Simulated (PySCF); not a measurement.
**`C=NC[SiH2]C=O`: 4 charge schemes on one density**

C3H7NOSi.
Z-matrix (Å and degrees, GFN2-xTB geometry), rows numbered from 1:
```
C 
N   1  1.2526
C   2  1.4220  1  120.92
Si  3  1.9192  2  106.45  1   112.59
C   4  1.9208  3  106.14  2    54.05
O   5  1.2044  4  124.19  3   144.84
H   1  1.0964  2  124.18  3     2.37
H   1  1.0798  2  118.60  3  -178.08
H   3  1.1003  2  113.25  1   -10.13
H   3  1.0923  2  107.76  1  -130.13
H   4  1.4661  3  109.31  2   -61.52
H   4  1.4615  3  110.64  2   174.68
H   5  1.1109  4  116.51  3   -35.96
```

Density: PBE0/pcSseg-1 (PySCF); schemes: Mulliken, IAO, Hirshfeld and ESP-fitted. Geometry: GFN2-xTB, one conformer, isolated molecule.

**Question.** Give the atomic charges in each scheme.

**Answer.** In e; atoms taken as equivalent share a row and are averaged (×n: the atom named and its like, n in all):

| atom | environment | Mulliken | IAO | Hirshfeld | ESP-fitted |
| --- | --- | --- | --- | --- | --- |
| C1 | imine carbon | -0.003 | -0.134 | -0.001 | +0.101 |
| N2 | imine nitrogen | -0.413 | -0.252 | -0.135 | -0.445 |
| C3 | sp3 carbon bound to nitrogen | -0.335 | -0.424 | -0.112 | -0.011 |
| Si4 | SiH2 silicon | +0.631 | +0.718 | +0.344 | +0.196 |
| C5 | carbonyl carbon | -0.023 | +0.010 | +0.047 | +0.442 |
| O6 | carbonyl oxygen | -0.337 | -0.356 | -0.216 | -0.439 |
| H7 | hydrogen on a C=N carbon | +0.087 | +0.105 | +0.043 | +0.064 |
| H8 | hydrogen on a C=N carbon | +0.125 | +0.156 | +0.053 | +0.077 |
| H9/H10 | methylene hydrogen | +0.142 | +0.143 | +0.042 | +0.081 |
| H11/H12 | Si–H hydrogen | -0.066 | -0.109 | -0.069 | -0.054 |
| H13 | formyl hydrogen | +0.114 | +0.110 | +0.032 | -0.039 |

Mean size of the charges over all atoms: IAO 0.213 e, Mulliken 0.191 e, ESP-fitted 0.160 e, Hirshfeld 0.093 e. Each set sums to the total charge, 0, to within 0.001 e. The Mulliken scheme gives each basis function's population to the atom it is centred on and halves the overlap population of two atoms between them. The Hirshfeld scheme divides the density at each point in proportion to the densities of the neutral, spherically averaged free atoms.

Some averages cover members that differ in this geometry: H9/H10, IAO +0.119 to +0.166; H9/H10, Mulliken +0.121 to +0.163; H9/H10, ESP-fitted +0.063 to +0.098 e.

Lowest charge. The schemes don't all agree: Mulliken N2 (-0.413); IAO C3 (-0.424); Hirshfeld O6 (-0.216); ESP-fitted N2 (-0.445).

Highest charge. The schemes don't all agree: Mulliken Si4 (+0.631); IAO Si4 (+0.718); Hirshfeld Si4 (+0.344); ESP-fitted C5 (+0.442).

**Question.** How closely do the schemes follow one another over all atoms?

**Answer.** Correlation coefficient and root-mean-square difference: Mulliken with IAO 0.97, 0.071 e; IAO with Hirshfeld 0.96, 0.160 e; Mulliken with Hirshfeld 0.96, 0.142 e; Hirshfeld with ESP-fitted 0.70, 0.165 e; Mulliken with ESP-fitted 0.64, 0.209 e; IAO with ESP-fitted 0.55, 0.244 e.

**Question.** Sum the charges by element, for elements with more than one atom.

**Answer.** 
```tsv
element	atoms	Mulliken	IAO	Hirshfeld	ESP-fitted
C	3	-0.361	-0.548	-0.067	+0.533
H	7	+0.480	+0.438	+0.074	+0.155
```

**Question.** How many electrons does the Mulliken scheme count on N2?

**Answer.** Z − q = 7 − (-0.413) = 7.413.
